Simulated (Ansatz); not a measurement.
MoNF₃. The state is a singlet with charge 0. Geometry relaxed at PBE-D4/def2-SVP.

```xyz
5

Mo    0.0224   -0.0259    0.0273
N    -0.8170    0.9447   -0.9951
F     1.8016    0.3971   -0.2714
F    -0.4282   -1.7504   -0.4793
F    -0.5788    0.4346    1.7185
```

In the def2 sets Mo takes a core potential; there is no spin–orbit coupling. The restricted singlet is unstable towards broken spin symmetry in Hartree–Fock (as tested in another run); at PBE-D4/def2-SVP this wasn't settled.

Q: Estimate the harmonic wavenumbers at RKS PBE-D4/def2-SVP (Ansatz, unscaled). Is this a minimum?

A: 158, 158, 224, 324, 324, 678, 715, 715, 1137 cm⁻¹. Yes, no mode is imaginary beyond noise. Zero-point energy 26.5 kJ/mol. Hardware: 4 threads of Arm Neoverse V1 on a shared host. Wall time 17 s.
